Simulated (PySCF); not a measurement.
Input file for PySCF: R-HF/STO-3G on HCl (SMILES Cl).

```python
from pyscf import gto, scf, dft, mp
from pyscf.data.elements import chemcore

mol = gto.M(
    atom='''
    Cl   -0.83989672    0.82487983   -0.48125102
    H    -1.07725066    0.21030440    0.62237952
    ''',
    basis='sto-3g',
    charge=0, spin=0, verbose=3, max_memory=1800)
mf = scf.RHF(mol)
mf.conv_tol = 1e-8
mf.max_cycle = 100
mf.kernel()
if not mf.converged:
    mf = mf.newton().run(mf.mo_coeff, mf.mo_occ)
```

**Question.** Give the final energy of this run.

**Answer.** -455.1354 hartree.
